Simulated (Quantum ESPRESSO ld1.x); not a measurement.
Results of a calculation; reference values are marked as such.
Mean orbital radii <r> (bohr) of the antimony ion Sb+, [Kr] 4d10 5s2 5p2, at several levels of relativity; Dirac values are averaged over j with weights 2j + 1. Spin-unpolarised spherical Kohn-Sham, BLYP, point nucleus, ld1.x of Quantum ESPRESSO 7.5. A level marked "c x" has the speed of light scaled by that factor and shares open shells by 2j + 1; other Dirac levels either fill j = l - 1/2 first or share by 2j + 1.

shell  non-rel.  Dirac, 2j+1 shares  Dirac, c x 0.75  Dirac, c x 5  change of magnitude, last against first (%)
1s      0.02982             0.02842          0.02725       0.02976                                        -0.18
2s       0.1287              0.1222           0.1169        0.1284                                        -0.20
2p       0.1097              0.1069           0.1047        0.1096                                        -0.10
3s       0.3441              0.3303           0.3190        0.3435                                        -0.15
3p       0.3348              0.3284           0.3233        0.3345                                        -0.07
3d       0.3056              0.3055           0.3056        0.3056                                        0.00
4s       0.8208              0.7906           0.7656        0.8197                                        -0.14
4p       0.8651              0.8518           0.8412        0.8646                                        -0.06
4d        1.021               1.030            1.038         1.021                                        +0.03
5s        2.239               2.157            2.087         2.236                                        -0.14
5p        2.700               2.679            2.662         2.699                                        -0.03
